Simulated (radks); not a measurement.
The numbers below are computed, except where a source is named.
Q: The iodine ion I30+, [Ar] 3d5. Code: a radial shooting solver on a logarithmic mesh with Libxc functionals. Model: non-relativistic Kohn-Sham, exchange-only LDA, spin-polarised, spherical densities, point nucleus. Every spin shell is full or empty, so the densities are truly spherical. Functionals are evaluated on that one density, not self-consistently. Rank these exchange functionals by their error against the exact value of the orbitals, and give that value: LDA, B88, PBE, PW91, PW86, OPTX, WC, AM05, SOGGA, EV93, APBE, TPSS, MS2, TASK, MVS.

A: Exact: -131.654 hartree. From best to worst, with 100 (|E| - |E exact|)/|E exact| (equal figures are ties): EV93 +0.08, B88 -0.08, MVS -0.11, PW86 -0.18, PW91 -0.19, APBE +0.24, TPSS -0.25, MS2 -0.54, PBE -0.61, OPTX +0.87, WC -1.21, TASK -2.26, SOGGA -2.79, AM05 -5.34, LDA -5.95.
